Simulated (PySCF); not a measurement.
SrCl⁻: script and output

File input.py (PySCF 2.14):

```python
from pyscf import gto, scf

mol = gto.M(
    atom='Sr 0 0 0; Cl 0 0 2.585',
    basis='def2-svpd',
    ecp={'Sr': 'def2-svpd'},
    charge=-1,
    spin=0,
    verbose=4,
)
mf = scf.RHF(mol)
mf.kernel()
mf.stability(internal=True, external=True)
mf.dip_moment()
print('orbital energies (hartree):', mf.mo_energy[..., max(0, mol.nelec[1]-3):mol.nelec[0]+3].round(4))
```

```bash
$ python input.py
```

The log (some set-up lines and the per-cycle HOMO/LUMO lines with their warnings removed):

```
PySCF version 2.14.0

[INPUT] Symbol           X                Y                Z      unit          X                Y                Z       unit  Magmom
[INPUT]  1 Sr     0.000000000000   0.000000000000   0.000000000000 AA    0.000000000000   0.000000000000   0.000000000000 Bohr   0.0
[INPUT]  2 Cl     0.000000000000   0.000000000000   2.585000000000 AA    0.000000000000   0.000000000000   4.884942032001 Bohr   0.0

nuclear repulsion = 34.8008223815861
number of shells = 21
number of NR pGTOs = 97
number of NR cGTOs = 53
basis = def2-svpd
ecp = {'Sr': 'def2-svpd'}

******** <class 'pyscf.scf.hf.RHF'> ********
method = RHF
initial guess = minao
damping factor = 0
level_shift factor = 0
DIIS = <class 'pyscf.scf.diis.CDIIS'>
SCF conv_tol = 1e-09
SCF max_cycles = 50
Initial guess from minao.
init E= -478.431293685429
cycle= 1 E= -489.36265558653  delta_E= -10.9  |g|= 0.991  |ddm|= 17.5
cycle= 2 E= -489.757862102223  delta_E= -0.395  |g|= 0.319  |ddm|= 15.4
cycle= 3 E= -489.807520134664  delta_E= -0.0497  |g|= 0.0682  |ddm|= 1.87
cycle= 4 E= -489.811233608865  delta_E= -0.00371  |g|= 0.0185  |ddm|= 0.825
cycle= 5 E= -489.812126315332  delta_E= -0.000893  |g|= 0.00616  |ddm|= 0.49
cycle= 6 E= -489.812267499999  delta_E= -0.000141  |g|= 0.00198  |ddm|= 0.199
cycle= 7 E= -489.812283246505  delta_E= -1.57e-05  |g|= 0.000406  |ddm|= 0.0778
cycle= 8 E= -489.812283543818  delta_E= -2.97e-07  |g|= 0.00011  |ddm|= 0.00796
cycle= 9 E= -489.812283576013  delta_E= -3.22e-08  |g|= 3.36e-05  |ddm|= 0.00312
cycle= 10 E= -489.812283578989  delta_E= -2.98e-09  |g|= 6.68e-06  |ddm|= 0.0011
cycle= 11 E= -489.812283579136  delta_E= -1.47e-10  |g|= 1.78e-06  |ddm|= 0.000269
Extra cycle  E= -489.812283579143  delta_E= -6.82e-12  |g|= 8.45e-07  |ddm|= 3.74e-05
converged SCF energy = -489.812283579143
rhf_internal: lowest eigs of H = [0.25632875 0.25633525 0.28924696]
<class 'pyscf.scf.hf.RHF'> wavefunction is stable in the internal stability analysis
rhf_real2complex: lowest eigs of H = [0.0402384  0.04023875 0.04999529]
<class 'pyscf.scf.hf.RHF'> wavefunction is stable in the real -> complex stability analysis
rhf_external: lowest eigs of H = [-0.02758883 -0.02758507  0.00104806]
<class 'pyscf.scf.hf.RHF'> wavefunction has an RHF/RKS -> UHF/UKS instability

WARN: System has nonzero charge -1; the dipole moment is origin-dependent.
Location of origin: [0. 0. 0.]

Dipole moment(X, Y, Z, Debye):  0.00000,  0.00000, -0.66848
orbital energies (hartree): [-0.2721 -0.2721 -0.0215  0.1207  0.1207  0.1319]
```

In short: E(SCF) = -489.812284 Eh, 11 cycles, internal stable; real -> complex stable; RHF/RKS -> UHF/UKS unstable.

Wall time 2.5 s on one thread of a shared host.

The stability test finds a lower solution, so these numbers belong to a saddle point. The bond length is a typed value, not an optimised one. The dipole of an ion depends on the origin.
